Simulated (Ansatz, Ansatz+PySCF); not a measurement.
```
atom   x (Å)   y (Å)    z (Å)
   H  0.0000  0.0000  -0.3804
   H  0.0000  0.0000   0.3804
```

Basis set: def2-SVP (spherical functions). All electrons are correlated. Charge 0, multiplicity 1.

Computed with Ansatz (development build ahead of 0.2.0); each method stands on the lowest determinant of its kind that the runs found. Restricted open shells among the atoms or ions are ROHF, correlated in semicanonical orbitals with singles. Restricted functionals stand beside restricted open-shell atoms, which can lie above the unrestricted atoms usual in DFT and then raise those values.

The atomization energy at this shape (free ground-state atoms in the same class of orbitals less the molecule, no zero-point energy) of singlet H₂:

```json
{"method": "ωB97X (restricted)", "atomization energy": "4.51 eV"}
{"method": "r²SCAN (restricted)", "atomization energy": "4.57 eV"}
{"method": "PBE0 (unrestricted)", "atomization energy": "4.44 eV"}
{"method": "RHF-CCSD(T)", "atomization energy": "4.49 eV"}
{"method": "PBE (restricted)", "atomization energy": "4.44 eV"}
{"method": "RHF", "atomization energy": "3.54 eV"}
```

(1) What does RHF-MP2 give?

## Answers

(1) 4.26 eV.
